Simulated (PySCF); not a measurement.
Computed shifts of a molecule C2H6BF2N, PySCF with PBE/pcSseg-1, GIAO, gas phase, equivalent atoms averaged, in ppm (number of nuclei): ¹³C: 81.8 (1), 31.0 (1). ¹⁵N: 101.7 (1). ¹⁹F: -156.7 (1), -326.6 (1). ¹H: 4.81 (2), 4.01 (1), 3.14 (3). References: ¹³C against TMS (σ = 182.0 ppm); ¹⁵N against NH3 (σ = 267.0 ppm); ¹¹B against BF3 (σ = 83.9 ppm); ¹⁹F against CFCl3 (σ = 133.6 ppm); ¹H against TMS (σ = 31.49 ppm), references at their B3LYP-D3(BJ)/def2-TZVP geometries, non-relativistic. The structure is a stationary point at TPSSh-D3(BJ)/def2-SVP. One conformer was computed; it need not be the lowest.

Task: Which molecule gave these data?
A. CN(C)B(F)F
B. CB(N)C(F)F
C. CNB(F)CF
D. CCNB(F)F

Result: C, CNB(F)CF
